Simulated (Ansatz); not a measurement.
Relaxation of the cluster Ru₂Br₆ with UKS PBE-D4/def2-SVP.

```sh
$ ansatz run in.yaml --threads 4 --pin off --events-out ev --progress --plain --max-ram 6963MiB
```

```yaml
crystal:
  periodic: [false, false, false]
  atoms:
    - {symbol: Ru, position_ang: [0.600702, 0.872547, 0.211890]}
    - {symbol: Ru, position_ang: [-0.587125, -0.879357, -0.219309]}
    - {symbol: Br, position_ang: [0.247230, -2.009820, -2.123300]}
    - {symbol: Br, position_ang: [0.543983, 2.379379, -1.611255]}
    - {symbol: Br, position_ang: [-0.264258, 1.988262, 2.109479]}
    - {symbol: Br, position_ang: [2.850445, 0.273545, 0.634782]}
    - {symbol: Br, position_ang: [-0.557954, -2.369100, 1.618487]}
    - {symbol: Br, position_ang: [-2.833012, -0.255447, -0.620773]}
basis:
  gaussian: {orbitals: def2-SVP}
magnetization: {spin_polarized: true, initial_magnetization: 4}
hamiltonian: {xc: pbe, dispersion: d4}
scf: {lower_state_search: "off"}
output: {orbitals: {seedname: orbitals}}
relax: {f_tol: 0.03, max_steps: 70}
```

Run time 3.3 min (4 threads of Arm Neoverse V2 on a shared host), peak host memory 0.66 GiB.

Positions (Å) and forces (eV/Å) at steps 1, 2, 3, 4, 7, 9, 10, 11, 12, 13, 14, 15, 16, 17, 18 of 18:

```xyz
8
step=1 energy=-425337.7771 eV
Ru    0.601    0.873    0.212    0.526    0.776    0.187
Ru   -0.587   -0.879   -0.219   -0.526   -0.778   -0.188
Br    0.247   -2.010   -2.123    0.165   -0.025   -0.192
Br    0.544    2.379   -1.611   -0.066    0.075   -0.245
Br   -0.264    1.988    2.109   -0.161    0.037    0.211
Br    2.850    0.274    0.635    0.187   -0.171    0.022
Br   -0.558   -2.369    1.618    0.078   -0.082    0.239
Br   -2.833   -0.255   -0.621   -0.203    0.168   -0.034
8
step=2 energy=-425337.8412 eV
Ru    0.610    0.894    0.218    0.061    0.105    0.024
Ru   -0.603   -0.897   -0.221   -0.072   -0.100   -0.019
Br    0.321   -1.959   -2.153   -0.049    0.085    0.129
Br    0.495    2.342   -1.682    0.001   -0.112    0.121
Br   -0.331    1.945    2.147    0.057   -0.078   -0.125
Br    2.855    0.181    0.627   -0.155    0.031   -0.031
Br   -0.502   -2.336    1.686    0.005    0.108   -0.124
Br   -2.845   -0.168   -0.620    0.151   -0.038    0.025
8
step=3 energy=-425337.8476 eV
Ru    0.608    0.893    0.219    0.036    0.063    0.013
Ru   -0.604   -0.895   -0.221   -0.042   -0.060   -0.010
Br    0.331   -1.939   -2.144   -0.006    0.008    0.014
Br    0.486    2.321   -1.682    0.003   -0.011    0.015
Br   -0.336    1.931    2.142    0.011   -0.005   -0.013
Br    2.837    0.165    0.621   -0.015    0.005   -0.003
Br   -0.490   -2.318    1.685   -0.001    0.010   -0.017
Br   -2.832   -0.158   -0.619    0.014   -0.009    0.000
8
step=4 energy=-425337.8478 eV
Ru    0.607    0.896    0.220    0.003    0.006    0.002
Ru   -0.607   -0.896   -0.220   -0.004   -0.006   -0.001
Br    0.331   -1.936   -2.143   -0.001    0.000    0.001
Br    0.487    2.320   -1.682    0.001   -0.001    0.002
Br   -0.330    1.933    2.144    0.002    0.000   -0.001
Br    2.835    0.164    0.621   -0.001    0.001    0.000
Br   -0.490   -2.318    1.684   -0.001    0.001   -0.002
Br   -2.833   -0.163   -0.623    0.001   -0.002   -0.001
8
step=7 energy=-425337.8510 eV
Ru    0.607    0.897    0.220   -0.004   -0.008   -0.002
Ru   -0.608   -0.896   -0.220    0.005    0.007    0.001
Br    0.372   -1.975   -2.100    0.006   -0.004    0.014
Br    0.431    2.352   -1.653   -0.012    0.002    0.011
Br   -0.283    1.897    2.187    0.010   -0.012    0.002
Br    2.849    0.173    0.551   -0.004    0.003   -0.015
Br   -0.548   -2.287    1.710   -0.011    0.012    0.001
Br   -2.820   -0.161   -0.695    0.011    0.001   -0.012
8
step=9 energy=-425337.9126 eV
Ru    0.607    0.898    0.220   -0.014   -0.036   -0.005
Ru   -0.609   -0.897   -0.219    0.023    0.032    0.000
Br    0.510   -2.123   -1.920    0.048   -0.025    0.031
Br    0.224    2.469   -1.520   -0.060    0.024    0.009
Br   -0.095    1.750    2.325    0.021   -0.042    0.040
Br    2.884    0.223    0.287    0.012   -0.009   -0.060
Br   -0.777   -2.159    1.787   -0.041    0.032    0.039
Br   -2.743   -0.162   -0.960    0.012    0.024   -0.055
8
step=10 energy=-425337.9408 eV
Ru    0.606    0.900    0.221   -0.023   -0.055    0.005
Ru   -0.611   -0.897   -0.218    0.028    0.052   -0.006
Br    0.564   -2.142   -1.869    0.021   -0.029    0.059
Br    0.155    2.482   -1.493   -0.051    0.027    0.038
Br   -0.057    1.695    2.362    0.050   -0.047    0.005
Br    2.883    0.215    0.211   -0.012    0.023   -0.063
Br   -0.825   -2.109    1.815   -0.058    0.035    0.012
Br   -2.716   -0.143   -1.029    0.046   -0.007   -0.050
8
step=11 energy=-425337.9750 eV
Ru    0.606    0.901    0.221   -0.027   -0.070    0.007
Ru   -0.612   -0.898   -0.217    0.035    0.065   -0.009
Br    0.603   -2.182   -1.808    0.019   -0.027    0.069
Br    0.093    2.511   -1.449   -0.055    0.025    0.046
Br    0.002    1.646    2.397    0.054   -0.053   -0.003
Br    2.885    0.232    0.130   -0.021    0.026   -0.069
Br   -0.892   -2.066    1.832   -0.061    0.043    0.009
Br   -2.685   -0.145   -1.106    0.057   -0.009   -0.050
8
step=12 energy=-425338.0141 eV
Ru    0.605    0.903    0.221   -0.027   -0.078    0.009
Ru   -0.613   -0.899   -0.217    0.038    0.072   -0.013
Br    0.645   -2.221   -1.740    0.014   -0.025    0.076
Br    0.026    2.538   -1.400   -0.056    0.024    0.052
Br    0.064    1.592    2.431    0.057   -0.056   -0.013
Br    2.884    0.248    0.043   -0.030    0.032   -0.069
Br   -0.962   -2.016    1.849   -0.064    0.045    0.005
Br   -2.649   -0.146   -1.188    0.067   -0.014   -0.046
8
step=13 energy=-425338.0545 eV
Ru    0.606    0.904    0.221   -0.027   -0.086    0.013
Ru   -0.613   -0.900   -0.216    0.040    0.079   -0.019
Br    0.685   -2.261   -1.668    0.008   -0.022    0.078
Br   -0.042    2.565   -1.346   -0.053    0.023    0.053
Br    0.129    1.537    2.462    0.058   -0.055   -0.023
Br    2.880    0.268   -0.047   -0.035    0.035   -0.066
Br   -1.035   -1.964    1.863   -0.063    0.044    0.002
Br   -2.609   -0.149   -1.270    0.073   -0.018   -0.038
8
step=14 energy=-425338.1283 eV
Ru    0.610    0.901    0.218    0.017    0.030   -0.002
Ru   -0.609   -0.902   -0.219   -0.012   -0.034    0.000
Br    0.758   -2.355   -1.516   -0.040    0.040    0.104
Br   -0.182    2.623   -1.223    0.001   -0.059    0.104
Br    0.259    1.421    2.512    0.059   -0.049   -0.074
Br    2.874    0.323   -0.229   -0.102    0.041   -0.036
Br   -1.193   -1.854    1.882   -0.022    0.071   -0.093
Br   -2.519   -0.157   -1.426    0.099   -0.039   -0.003
8
step=15 energy=-425338.1736 eV
Ru    0.611    0.905    0.217    0.007   -0.016    0.006
Ru   -0.610   -0.906   -0.217    0.006    0.011   -0.008
Br    0.831   -2.429   -1.349   -0.102    0.083    0.099
Br   -0.317    2.669   -1.087    0.050   -0.098    0.101
Br    0.411    1.311    2.556    0.037   -0.035   -0.154
Br    2.845    0.375   -0.419   -0.156    0.059    0.024
Br   -1.352   -1.735    1.889    0.025    0.056   -0.139
Br   -2.421   -0.189   -1.589    0.133   -0.060    0.071
8
step=16 energy=-425338.1871 eV
Ru    0.607    0.900    0.215    0.071    0.117    0.022
Ru   -0.607   -0.899   -0.215   -0.072   -0.126   -0.026
Br    0.845   -2.492   -1.197    0.031   -0.014   -0.020
Br   -0.394    2.696   -0.961   -0.016    0.026   -0.025
Br    0.540    1.226    2.560   -0.009    0.005    0.044
Br    2.802    0.452   -0.556    0.036   -0.021   -0.011
Br   -1.471   -1.656    1.857   -0.007   -0.008    0.038
Br   -2.322   -0.229   -1.703   -0.033    0.021   -0.022
8
step=17 energy=-425338.1876 eV
Ru    0.605    0.905    0.215   -0.010   -0.064   -0.010
Ru   -0.610   -0.909   -0.217    0.027    0.096    0.018
Br    0.861   -2.463   -1.237   -0.017   -0.022    0.000
Br   -0.381    2.686   -1.000    0.007   -0.003    0.011
Br    0.499    1.241    2.560    0.007    0.009   -0.012
Br    2.803    0.411   -0.525    0.002    0.028    0.007
Br   -1.432   -1.665    1.874   -0.011   -0.019   -0.010
Br   -2.345   -0.206   -1.672   -0.005   -0.025   -0.003
8
step=18 energy=-425338.1889 eV
Ru    0.608    0.903    0.215    0.005    0.007    0.002
Ru   -0.609   -0.904   -0.216   -0.004   -0.004   -0.001
Br    0.848   -2.475   -1.230    0.000   -0.002    0.000
Br   -0.379    2.690   -0.991    0.000    0.001    0.001
Br    0.510    1.244    2.560    0.001    0.000    0.000
Br    2.809    0.430   -0.528    0.001    0.001   -0.001
Br   -1.443   -1.670    1.867   -0.002   -0.001    0.000
Br   -2.345   -0.218   -1.678   -0.001   -0.002   -0.001
```

In the def2 sets Ru takes a core potential; there is no spin–orbit coupling. The structure comes from a short search, and lower isomers may exist.
